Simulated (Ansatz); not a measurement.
BrCl, charge -1, doublet, at the geometry of the source list (a state made from the parent by changing its charge; the spin is typed, not shown lowest) (a gas-phase anion, which may not be bound at this level); PBE/STO-3G (Ansatz, a first-principles code).

Here is a job for Ansatz.
Ansatz 0.2 input:
```yaml
crystal:
  periodic: [false, false, false]
  atoms:
    - {symbol: Cl, position_ang: [1.06790000, 0.00000000, 0.00000000]}
    - {symbol: Br, position_ang: [-1.06790000, 0.00000000, 0.00000000]}
basis:
  gaussian:
    orbitals: STO-3G
hamiltonian:
  xc: pbe
total_charge: -1
magnetization: {spin_polarized: true, initial_magnetization: 1}
```

Output, abridged:

```
Functional definition: PBE
269 factors; integrals over basis functions are off by at most 8.8e-6 eV
mean field evaluation 1: about -81644.7743 eV, gradient 1.6e0 eV
mean field evaluation 2: about -81644.8090 eV, gradient 4.3e-1 eV
mean field evaluation 4: about -81644.8112 eV, gradient 9.9e-2 eV
mean field evaluation 8: about -81644.8114 eV, gradient 1.2e-5 eV
mean field -81644.81142059 eV, -3000.3914788660 hartree, gradient 1.2e-5 eV, S^2 0.750000; 0 other end points of the search recorded, 0 dependent functions left out
reference -81644.81143063 eV, -3000.3914792349 hartree; 27, 26 occupied and 0, 1 virtual orbitals, 269 factors
Total energy: -81644.81143063 eV, -3000.3914792349 hartree
```
